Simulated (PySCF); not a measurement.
**Ionisation energy of In(37+) by level of theory**

In(37+) [Ne] 3s2 → In(38+) [Ne] 3s1 [3s1/2^1, M_J = 1/2], as a difference of total energies. Calculation: PySCF 2.14, in an uncontracted even-tempered set (18 s from 7.3 bohr⁻², ratio 2.4; 13 p from 9.5 bohr⁻², ratio 2.4; 4 d from 32 bohr⁻², ratio 2.6; 4 f from 48 bohr⁻², ratio 2.6); the two-component X2C-1e Hamiltonian. Correlated levels: 1s2 frozen; the 48 highest virtual spinors dropped. "Screened" scales the spin-orbit matrix elements by Boettger's factors to mimic the two-electron term; Breit and QED terms are absent.

```tsv
method	ionisation energy (eV)
GHF (spin-free)	2548.9
GHF (screened spin-orbit)	2548.9
GMP2 (screened spin-orbit)	2552.3
```

Question: How much does correlation contribute at GMP2 (screened spin-orbit)?

Answer: 2552.3 − (2548.9) = 3.4 eV, measured against GHF (screened spin-orbit).

Breit and QED terms and the two-electron picture change are absent.

For comparison: 2555 ± 3 eV (semi-empirical (NIST evaluation); NIST Atomic Spectra Database, ionization energies).
